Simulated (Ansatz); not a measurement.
```yaml
crystal:
  periodic: [false, false, false]
  atoms:
    - {symbol: C, position_ang: [-0.401011, -1.227737, 2.147465]}
    - {symbol: O, position_ang: [0.550454, -0.432777, 1.454797]}
    - {symbol: Ge, position_ang: [0.240531, 0.194077, -0.147714]}
    - {symbol: C, position_ang: [-1.129200, 1.672144, -0.103849]}
    - {symbol: F, position_ang: [-0.628238, 2.787660, 0.434837]}
    - {symbol: F, position_ang: [-1.562803, 1.971455, -1.332994]}
    - {symbol: F, position_ang: [-2.194940, 1.313741, 0.626331]}
    - {symbol: C, position_ang: [-0.438462, -1.253961, -1.375750]}
    - {symbol: F, position_ang: [-1.729295, -1.523166, -1.133102]}
    - {symbol: F, position_ang: [0.247249, -2.389425, -1.206478]}
    - {symbol: F, position_ang: [-0.332884, -0.899824, -2.659797]}
    - {symbol: C, position_ang: [2.000073, 0.902671, -0.800566]}
    - {symbol: F, position_ang: [2.840213, -0.092263, -1.101518]}
    - {symbol: F, position_ang: [2.588686, 1.673384, 0.114656]}
    - {symbol: F, position_ang: [1.827536, 1.638179, -1.906405]}
    - {symbol: H, position_ang: [-1.327939, -0.678615, 2.336164]}
    - {symbol: H, position_ang: [-0.634256, -2.147074, 1.601420]}
    - {symbol: H, position_ang: [0.046788, -1.497165, 3.104403]}
basis:
  gaussian: {orbitals: "6-31G*"}
hamiltonian: {xc: {name: HF}}
correlation: {active_space: {window: {electrons: 3, orbitals: 2}}}
accuracy: high
output: {forces: true}
```

```sh
$ ansatz run in.yaml --threads 11 --pin off --events-out ev --progress --plain --max-ram 174080MiB --backend cpu
```

Shortened log:

```
Functional definition: HF
5557 factors; integrals over basis functions are off by at most 1.6e-7 eV
mean field evaluation 1: about -87013.9054 eV, gradient 7.4e1 eV
mean field evaluation 2: about -87014.0511 eV, gradient 7.4e1 eV
mean field evaluation 4: about -87024.8385 eV, gradient 6.1e0 eV
mean field evaluation 8: about -87024.9711 eV, gradient 6.7e-1 eV
mean field -87024.97236272 eV, -3198.1087466852 hartree, gradient 3.3e-8 eV, S^2 0.000000; 0 other end points of the search recorded, 0 dependent functions left out
reference -87024.97236272 eV, -3198.1087466852 hartree; 74, 74 occupied and 177, 177 virtual orbitals, 5557 factors
Error: 3 electrons in 2 orbitals form no window around the highest filled level of the reference
```

Something in this input is off. What?

The active space doesn't fit the electrons. The run stopped with an error.
